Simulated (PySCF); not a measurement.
Phosphorus: a sound run and one with changed settings

Sound run: P⁺ [Ne] 3s2 3p2, P²⁺ [Ne] 3s2 3p1. Computed with PySCF 2.14 in cc-pVTZ-DK, with the spin-free X2C one-electron Hamiltonian (Gaussian nucleus). In the sound run the correlated levels freeze [Ne]. The sound run starts from symmetry-adapted Hartree-Fock orbitals and uses a fine grid where one is needed.

Changed run: no relativity, point nucleus. This setting is unsound on purpose.

| species | method | sound run (hartree) | changed run (hartree) | converged |
| --- | --- | --- | --- | --- |
| P⁺ | UHF | -341.16747 | -340.15097 | yes |
| P⁺ | B3LYP | -341.72725 | -340.71158 | yes |
| P⁺ | LDA | -340.41639 | -339.40160 | yes |
| P⁺ | MP2 | -341.22986 | -340.21337 | yes |
| P⁺ | CCSD(T) | -341.25208 | -340.23570 | yes |
| P²⁺ | UHF | -340.46367 | -339.44670 | yes |
| P²⁺ | B3LYP | -341.00230 | -339.98612 | yes |
| P²⁺ | LDA | -339.68858 | -338.67319 | yes |
| P²⁺ | MP2 | -340.50966 | -339.49270 | yes |
| P²⁺ | CCSD(T) | -340.52924 | -339.51242 | yes |

Ionisation energy of P⁺:

```
 method  sound run (eV)  changed run (eV)
    UHF          19.151            19.164
  B3LYP          19.727            19.741
    LDA          19.805            19.821
    MP2          19.598            19.610
SCS-MP2          19.508            19.520
   CCSD          19.636            19.647
CCSD(T)          19.670            19.681
```

Most of the change in total energy is the relativistic energy itself. On top of that the contraction fixes the core shape for the Hamiltonian it was made with, so the changed run is not a good calculation with the other Hamiltonian either.

For comparison, NIST gives 19.769 eV between the lowest levels.
